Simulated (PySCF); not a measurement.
Computed Raman spectrum (relative Raman activity) of a molecule C₃H₆O₃. Geometry: PBE0-D3(BJ)/def2-SVP. The values are those of a single conformer. Computed with PBE0-D3(BJ)/def2-SVP (PySCF). Frequencies are harmonic and unscaled.

Lines under 2 % of the strongest are left out, and lines within 2 cm⁻¹ are merged.

ν (cm⁻¹): 968 (w), 1453 (vw), 1458 (w), 1472 (vw), 1480 (w), 1502 (vw), 3067 (vs), 3162 (m), 3204 (s) (against the strongest line: vs over 80 %, s over 45 %, m over 15 %, w over 4 %, vw less)

Question: Pick the molecule that these values belong to.
(A) COC(=O)OC
(B) OCC1OCO1
(C) C1OCOCO1
(D) COC1OCO1

Answer: A, COC(=O)OC
